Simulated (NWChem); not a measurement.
System: C₄H₄O₂; SMILES C=C1OCC1=O

NWChem printed, in part:

```
             Northwest Computational Chemistry Package (NWChem) 7.3.0
             --------------------------------------------------------

                             Geometry "geometry" -> ""
                             -------------------------

 Output coordinates in angstroms (scale by  1.889725989 to convert to a.u.)

  No.       Tag          Charge          X              Y              Z
 ---- ---------------- ---------- -------------- -------------- --------------
    1 C                    6.0000     1.11809400     1.68728200     0.00000000
    2 C                    6.0000     0.22524400     0.69850000     0.00000000
    3 O                    8.0000    -1.16482100     0.75185000     0.00000000
    4 C                    6.0000    -1.30663500    -0.70186000     0.00000000
    5 C                    6.0000     0.23423900    -0.79948800     0.00000000
    6 O                    8.0000     1.05411400    -1.67778200     0.00000000
    7 H                    1.0000     0.82205700     2.73058400     0.00000000
    8 H                    1.0000     2.17382900     1.44188200     0.00000000
    9 H                    1.0000    -1.81088800    -1.06567700    -0.90078800
   10 H                    1.0000    -1.81088800    -1.06567700     0.90078800

 Effective nuclear repulsion energy (a.u.)     216.0195280365

                                 NWChem DFT Module
                                 -----------------

 Summary of "ao basis" -> "ao basis" (spherical)
 ------------------------------------------------------------------------------
       Tag                 Description            Shells   Functions and Types
 ---------------- ------------------------------  ------  ---------------------
 C                          def2-svp                 6       14   3s2p1d
 O                          def2-svp                 6       14   3s2p1d
 H                          def2-svp                 3        5   2s1p

            General Information
            -------------------
          SCF calculation type: DFT
          Wavefunction type:  closed shell.
          No. of atoms     :    10
          No. of electrons :    44
           Alpha electrons :    22
            Beta electrons :    22
          Charge           :     0
          Spin multiplicity:     1
          Use of symmetry is: off; symmetry adaption is: off
          Maximum number of iterations: 150
          AO basis - number of functions:   104
                     number of shells:    48
          Convergence on energy requested:  1.00D-06
          Convergence on density requested:  1.00D-05
          Convergence on gradient requested:  5.00D-04

              XC Information
              --------------
                         B3LYP Method XC Potential
                     Hartree-Fock (Exact) Exchange  0.200
                        Slater Exchange Functional  0.800 local
                    Becke 1988 Exchange Functional  0.720 non-local
              Lee-Yang-Parr Correlation Functional  0.810
                  VWN I RPA Correlation Functional  0.190 local

             Grid Information
             ----------------
          Grid used for XC integration:  medium
          Radial quadrature: Mura-Knowles
          Angular quadrature: Lebedev.
          Tag              B.-S. Rad. Rad. Pts. Rad. Cut. Ang. Pts.
          ---              ---------- --------- --------- ---------
          C                   0.70       49          11.0       434
          O                   0.60       49          11.0       434
          H                   0.35       45          12.0       434
          Grid pruning is: on
          Number of quadrature shells:   474
          Spatial weights used:  Erf1

      Superposition of Atomic Density Guess
      -------------------------------------

 Sum of atomic energies:        -301.87866589

      Non-variational initial energy
      ------------------------------

 Total energy =    -305.133806
 1-e energy   =    -838.579230
 2-e energy   =     317.425896
 HOMO         =      -0.290011
 LUMO         =      -0.069775

     ---------------------------------------------
      Total Density - Mulliken Population Analysis
     ---------------------------------------------

    Atom       Charge   Shell Charges
 -----------   ------   -------------------------------------------------------
    1 C    6     6.26   1.99  0.96  0.27  2.03  0.98  0.02
    2 C    6     5.73   1.99  0.96  0.23  1.72  0.75  0.07
    3 O    8     8.60   1.99  1.10  0.71  2.92  1.86  0.01
    4 C    6     5.78   1.99  0.95  0.19  1.80  0.81  0.05
    5 C    6     5.38   1.99  0.95  0.22  1.55  0.57  0.09
    6 O    8     8.66   1.99  1.13  0.66  3.05  1.82  0.01
    7 H    1     0.89   0.66  0.21  0.03
    8 H    1     0.89   0.66  0.20  0.03
    9 H    1     0.90   0.68  0.21  0.02
   10 H    1     0.90   0.68  0.21  0.02

   convergence    iter        energy       DeltaE   RMS-Dens  Diis-err
 ---------------- ----- ----------------- --------- --------- ---------
 d= 0,ls=0.0,diis     1   -304.8270328286 -5.21D+02  2.24D-02  1.28D+00
 d= 0,ls=0.0,diis     2   -304.3958439100  4.31D-01  1.60D-02  5.86D+00
 d= 0,ls=0.0,diis     3   -304.9758352588 -5.80D-01  3.42D-03  7.59D-02
 d= 0,ls=0.0,diis     4   -304.9791312855 -3.30D-03  1.59D-03  4.31D-02
 d= 0,ls=0.0,diis     5   -304.9833389275 -4.21D-03  2.49D-04  1.77D-03
  Resetting Diis
 d= 0,ls=0.0,diis     6   -304.9835022764 -1.63D-04  9.29D-05  8.17D-05
 d= 0,ls=0.0,diis     7   -304.9835098286 -7.55D-06  1.01D-04  2.00D-05
 d= 0,ls=0.0,diis     8   -304.9835010265  8.80D-06  6.51D-05  8.87D-05
 d= 0,ls=0.0,diis     9   -304.9835124976 -1.15D-05  4.69D-06  4.08D-07
 d= 0,ls=0.0,diis    10   -304.9835125434 -4.58D-08  8.91D-07  6.70D-09

         Total DFT energy =     -304.983512543382
      One electron energy =     -842.139964287559
           Coulomb energy =      361.421563907361
    Exchange-Corr. energy =      -40.284640199726
 Nuclear repulsion energy =      216.019528036541

 Numeric. integr. density =       44.000000187572

                       DFT Final Molecular Orbital Analysis
                       ------------------------------------

 Vector   20  Occ=2.000000D+00  E=-3.689332D-01
              MO Center= -5.9D-01,  2.6D-01, -1.9D-08, r^2= 2.7D+00
   Bfn.  Coefficient  Atom+Function         Bfn.  Coefficient  Atom+Function
  ----- ------------  ---------------      ----- ------------  ---------------
    34      0.400838   3 O  pz               20      0.298852   2 C  pz
    37      0.269627   3 O  pz               48     -0.210136   4 C  pz
    23      0.208485   2 C  pz               95      0.186881   9 H  s
   100     -0.186881  10 H  s                 6      0.166953   1 C  pz
    76     -0.160824   6 O  pz               96      0.103687   9 H  s

 Vector   21  Occ=2.000000D+00  E=-2.798941D-01
              MO Center=  4.8D-01, -1.1D+00,  9.8D-10, r^2= 2.2D+00
   Bfn.  Coefficient  Atom+Function         Bfn.  Coefficient  Atom+Function
  ----- ------------  ---------------      ----- ------------  ---------------
    74      0.392805   6 O  px               75      0.363734   6 O  py
    17     -0.314364   2 C  s                45      0.295902   4 C  s
    46      0.279075   4 C  px               77      0.274547   6 O  px
    78      0.255686   6 O  py               19      0.247557   2 C  py
    49      0.224204   4 C  px               22      0.199072   2 C  py

 Vector   22  Occ=2.000000D+00  E=-2.558644D-01
              MO Center=  1.4D-01,  9.7D-01, -2.6D-10, r^2= 2.7D+00
   Bfn.  Coefficient  Atom+Function         Bfn.  Coefficient  Atom+Function
  ----- ------------  ---------------      ----- ------------  ---------------
    34     -0.407034   3 O  pz                6      0.387320   1 C  pz
    37     -0.319573   3 O  pz                9      0.292565   1 C  pz
    20      0.264473   2 C  pz               76     -0.142628   6 O  pz
    23      0.138104   2 C  pz               79     -0.114462   6 O  pz
    95     -0.088677   9 H  s               100      0.088677  10 H  s

 Vector   23  Occ=0.000000D+00  E=-7.657434D-02
              MO Center=  5.2D-01, -1.6D-01, -1.9D-10, r^2= 3.3D+00
   Bfn.  Coefficient  Atom+Function         Bfn.  Coefficient  Atom+Function
  ----- ------------  ---------------      ----- ------------  ---------------
    62     -0.411398   5 C  pz                9      0.374183   1 C  pz
    76      0.358907   6 O  pz               79      0.347765   6 O  pz
    65     -0.337693   5 C  pz                6      0.307632   1 C  pz
    23     -0.221000   2 C  pz               20     -0.184962   2 C  pz
    96     -0.184184   9 H  s               101      0.184184  10 H  s

 Vector   24  Occ=0.000000D+00  E= 5.763566D-02
              MO Center= -5.9D-01,  7.5D-02, -1.8D-09, r^2= 4.5D+00
   Bfn.  Coefficient  Atom+Function         Bfn.  Coefficient  Atom+Function
  ----- ------------  ---------------      ----- ------------  ---------------
    59      0.986731   5 C  s                50      0.817404   4 C  py
    31     -0.737680   3 O  s                45     -0.741301   4 C  s
    91      0.583501   8 H  s                22      0.454557   2 C  py
    63     -0.415077   5 C  px               86     -0.400889   7 H  s
    96      0.379415   9 H  s               101      0.379415  10 H  s

 Vector   25  Occ=0.000000D+00  E= 6.318247D-02
              MO Center=  3.2D-02,  2.2D-01,  1.4D-08, r^2= 4.1D+00
   Bfn.  Coefficient  Atom+Function         Bfn.  Coefficient  Atom+Function
  ----- ------------  ---------------      ----- ------------  ---------------
    96     -0.656389   9 H  s               101      0.656389  10 H  s
    23      0.634099   2 C  pz                9     -0.501131   1 C  pz
    51     -0.487241   4 C  pz               20      0.478119   2 C  pz
    65     -0.354773   5 C  pz               62     -0.341301   5 C  pz
     6     -0.269446   1 C  pz               79      0.212978   6 O  pz

     ---------------------------------------------
      Total Density - Mulliken Population Analysis
     ---------------------------------------------

    Atom       Charge   Shell Charges
 -----------   ------   -------------------------------------------------------
    1 C    6     6.07   1.99  0.90  0.24  2.10  0.82  0.02
    2 C    6     5.90   1.99  0.95  0.20  2.04  0.65  0.07
    3 O    8     8.33   1.99  1.10  0.70  2.85  1.67  0.02
    4 C    6     5.81   1.99  0.94  0.09  2.06  0.68  0.06
    5 C    6     5.94   1.99  0.97  0.20  1.99  0.70  0.10
    6 O    8     8.13   1.99  1.12  0.61  2.83  1.57  0.02
    7 H    1     0.96   0.74  0.20  0.02
    8 H    1     0.96   0.74  0.20  0.02
    9 H    1     0.95   0.74  0.18  0.02
   10 H    1     0.95   0.74  0.18  0.02

     -------------------------------------------
      Total Density - Lowdin Population Analysis
     -------------------------------------------

    Atom       Charge   Shell Charges
 -----------   ------   -------------------------------------------------------
    1 C    6     6.06   1.97  0.60  0.32  1.89  1.23  0.07
    2 C    6     5.99   1.97  0.64  0.29  1.86  1.07  0.17
    3 O    8     8.14   1.97  0.93  0.60  2.72  1.89  0.03
    4 C    6     5.92   1.96  0.61  0.31  1.85  1.06  0.12
    5 C    6     5.93   1.96  0.63  0.29  1.81  1.00  0.23
    6 O    8     8.11   1.97  0.93  0.64  2.68  1.85  0.03
    7 H    1     0.96   0.62  0.27  0.07
    8 H    1     0.96   0.62  0.26  0.07
    9 H    1     0.97   0.64  0.26  0.07
   10 H    1     0.97   0.64  0.26  0.07

     Multipole analysis of the density
     ---------------------------------

     L   x y z        total         alpha         beta         nuclear
     -   - - -        -----         -----         ----         -------
     0   0 0 0     -0.000000    -22.000000    -22.000000     44.000000

     1   1 0 0     -0.379818     -0.297724     -0.297724      0.215629
     1   0 1 0      0.209784      0.161338      0.161338     -0.112892
     1   0 0 1      0.000000      0.000000      0.000000      0.000000

     2   2 0 0    -25.162907   -102.004202   -102.004202    178.845497
     2   1 1 0      5.061274     -5.907875     -5.907875     16.877025
     2   1 0 1     -0.000000     -0.000000     -0.000000      0.000000
     2   0 2 0    -26.582954   -130.508025   -130.508025    234.433096
     2   0 1 1      0.000000      0.000000      0.000000      0.000000
     2   0 0 2    -25.154041    -15.474650    -15.474650      5.795259

                     NWChem Electrostatic Potential Fit Module
                     -----------------------------------------

 Atom parameters

 Number of atoms is                                   10
 Number of basis functions is                        104

 Grid parameters

 Maximum number of grid points is                  39914
 Number of grid points is                          39913
 Grid range                                     0.300000 nm
 Grid spacing                                   0.020000 nm
 Probe radius                                   0.070000 nm
 Atom radius factor                             1.000000

 Atomic radii

    1    0.100000
    6    0.147000
    8    0.136000
 FASTESP  F
  using M.O. file = ./job.movecs

    Atom              Coordinates                           Charge

                                                  ESP

    1 C     0.111809    0.168728    0.000000   -0.493215
    2 C     0.022524    0.069850    0.000000    0.308615
    3 O    -0.116482    0.075185    0.000000   -0.372552
    4 C    -0.130664   -0.070186    0.000000    0.137815
    5 C     0.023424   -0.079949    0.000000    0.357268
    6 O     0.105411   -0.167778    0.000000   -0.418595
    7 H     0.082206    0.273058    0.000000    0.204598
    8 H     0.217383    0.144188    0.000000    0.177025
    9 H    -0.181089   -0.106568   -0.090079    0.049721
   10 H    -0.181089   -0.106568    0.090079    0.049321
                                            ------------
                                                0.000000

 Dipole moment                                  0.471475

 Quadrupole moment Qxx                          2.221714
                   Qyy                         -3.886054
                   Qzz                          1.664341

 RMS deviation kJ/mol                           0.061554

 RRMS %                                        29.279673
```

Level: B3LYP/def2-SVP. Coordinates come from a B3LYP/6-31G* (spherical d) optimisation.

Q: Which NWChem input produces such a log?

A: One answer among several that fit: the input that was run:
```
start job
memory heap 200 mb stack 900 mb global 1100 mb
geometry units angstroms noautosym nocenter noautoz
  C      1.118094     1.687282     0.000000
  C      0.225244     0.698500     0.000000
  O     -1.164821     0.751850     0.000000
  C     -1.306635    -0.701860     0.000000
  C      0.234239    -0.799488     0.000000
  O      1.054114    -1.677782     0.000000
  H      0.822057     2.730584     0.000000
  H      2.173829     1.441882     0.000000
  H     -1.810888    -1.065677    -0.900788
  H     -1.810888    -1.065677     0.900788
end
basis spherical
  * library def2-svp
end
dft
  xc b3lyp
  iterations 150
  mulliken
end
task dft energy
esp
  recalculate
  probe 0.07
  range 0.3
  factor 1.0
  spacing 0.02
end
task esp
```
